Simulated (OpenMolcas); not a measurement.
Co IV: the spin-orbit constant, worked from levels

```yaml
Program: OpenMolcas 26.06
Basis: ANO-R2 [7s5p4d2f1g]
Scalar_Hamiltonian: X2C, finite nucleus
Active_space: 12 electrons in 8 orbitals (RAS1 3p, at most 2 holes; RAS2 3d)
State_averaging: 2S+1 = 5 even, 5 roots; 2S+1 = 3 even, 45 roots; 2S+1 = 1 even, 44 roots
Spin-orbit_coupling: RASSI with atomic mean-field integrals over the reference wave functions, term energies averaged over their components
```

Methods: RASSCF; MS-RASPT2, IPEA 0.25 Eh, imaginary shift 0.1 Eh (closed shells correlated: 3s). Measured levels: Sugar and Corliss, J. Phys. Chem. Ref. Data 10, 1097 (1981).

**The spin-orbit constant.** For the Hund term ⁵D of d6, E(J) = (A/2) J(J+1) + constant and ζ = -2S·A = -4A. From J = 0 to J = 4 the energy changes by 10 A.

```
   Source  E(4) - E(0)       A    ζ
   RASSCF      -1464.6  -146.5  586
MS-RASPT2      -1465.4  -146.5  586
 measured      -1493.6  -149.4  597
```

All in cm-1. MS-RASPT2 is off by -1.9 % and RASSCF by -1.9 %. Both methods take the spin-orbit matrix elements from the reference wave functions, so the second can move ζ only through the term energies and any multistate remixing. Second-order mixing with other terms is absorbed into this ζ.

Active for correlation alone: 3p; no level in the range computed is led by a configuration that opens it, so any true level of that kind is missing. Without dynamic correlation excited terms often stand tens of per cent too high (terms of higher spin than the ground term too low), and those without a measured partner can miss by more than the paired ones (holds for RASSCF). Computed and measured levels are paired by configuration, term and J; levels that our copy of the source lacks, or whose pairing is in doubt (as where it misses far off the trend of its configuration), stay unpaired and out of the deviations. Only configurations of the active space appear.
